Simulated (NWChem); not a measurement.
System: WNHSF₂; SMILES [NH]=[W]([F])([F])=[S]

Program: NWChem. Coordinates come from a PBE0/def2-SVP optimisation. def2 effective core potentials on W; no spin-orbit coupling.

For level TPSS/def2-SVP:

| Quantity | Value |
|---|---|
| orbital gap (eV) | 3.57 |

Question: What are these values for level PBE/def2-SVP?

Answer: orbital gap (eV): 3.44
